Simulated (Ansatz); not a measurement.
One change: `[NH2][GeH2][SiH2]O` becomes `[NH2][GeH2][SiH2]F`.

Ansatz, PBE0-D4/def2-TZVP geometries, multiplicity 1. Each molecule was computed in one conformer, which needn't be the lowest.

Scalar relativity is left out up to krypton.

```csv
property,`[NH2][GeH2][SiH2]O`
LUMO energy (ωB97M-V/def2-TZVPP) / eV,1.17
HOMO energy (PBE/def2-TZVPP) / eV,-6.26
HOMO energy (PBE0/def2-TZVPP) / eV,-7.51
size of the dipole moment (ωB97M-V/def2-TZVPP) / D,2.56
HOMO–LUMO gap (ωB97M-V/def2-TZVPP) / eV,10.79
LUMO energy (PBE0/def2-TZVPP) / eV,-0.48
```

**Question.** Give the same properties after the change, and the shifts. (An estimate is asked.)

**Answer.** The calculation gave: 
```csv
property,`[NH2][GeH2][SiH2]F`,shift
LUMO energy (ωB97M-V/def2-TZVPP) / eV,1.36,0.19
HOMO energy (PBE/def2-TZVPP) / eV,-5.96,0.30
HOMO energy (PBE0/def2-TZVPP) / eV,-7.37,0.14
size of the dipole moment (ωB97M-V/def2-TZVPP) / D,2.18,-0.38
HOMO–LUMO gap (ωB97M-V/def2-TZVPP) / eV,11.00,0.21
LUMO energy (PBE0/def2-TZVPP) / eV,-0.41,0.07
```

With PBE0 the HOMO rises by 0.14 eV and the LUMO rises by 0.07 eV, so the gap narrows by about 0.07 eV. PBE moves the HOMO by 0.30 eV and ωB97M-V by -0.03 eV. Dipoles are sizes alone; their direction can turn.
